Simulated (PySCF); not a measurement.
C7H12.
Geometry (GFN2-xTB, Å), atoms numbered from 1 in this order:
```xyz
19
C7H12 angstrom
C      2.5190    0.9940    1.0568
C      1.8589    0.4607    0.2131
C      1.0478   -0.1856   -0.7977
C     -0.2756   -0.7256   -0.2286
C      0.0097   -1.8484    0.7668
C     -1.1071    0.3733    0.4409
C     -1.5413    1.4805   -0.5132
H      3.1067    1.4605    1.7898
H      1.6189   -1.0159   -1.2247
H      0.8474    0.5288   -1.6003
H     -0.8526   -1.1363   -1.0663
H     -0.9177   -2.2497    1.1694
H      0.5541   -2.6588    0.2860
H      0.6115   -1.4721    1.5916
H     -0.5274    0.8081    1.2580
H     -1.9987   -0.0881    0.8726
H     -2.0403    1.0636   -1.3863
H     -2.2345    2.1534   -0.0132
H     -0.6886    2.0668   -0.8456
```

Jobs on this species (19 atoms, 54 electrons) with PySCF (density fitting). Hardware of each: one thread, Intel Xeon at 2.70 GHz (x86_64), shared host. The host was shared with other jobs, so the times are rough. Peak memory is the resident size of the whole Python process, interpreter and libraries included.

```tsv
level and settings	work	basis functions	SCF cycles	wall time	peak memory
BLYP/def2-SVPD	25 singlets by full TDDFT, polarisability	236	?	?	?
PBE0/pcSseg-1	shieldings, charges and field gradients	179	?	?	?
PBE0/def2-SVPD	6 singlets by full TDDFT, 2 Tamm–Dancoff triplets, polarisability	236	14	63 s	0.97 GiB
revPBE/6-311G**, energy threshold 1e-11 Eh	spin–spin couplings from 19 perturbed nuclei, spin–dipole term left out	198	13	72 s	0.74 GiB
```

**Question.** Fill in the missing figures.

**Answer.** 
- BLYP/def2-SVPD; 25 singlets by full TDDFT, polarisability: 1.7 min, 0.76 GiB, 15 SCF cycles
- PBE0/pcSseg-1; shieldings, charges and field gradients: 40 s, 0.82 GiB, 14 SCF cycles

**Question.** What do all jobs in the table cost together?

**Answer.** About 4.6 min; the longest takes about 37 % of that, and about 2.5 times as long as the shortest.
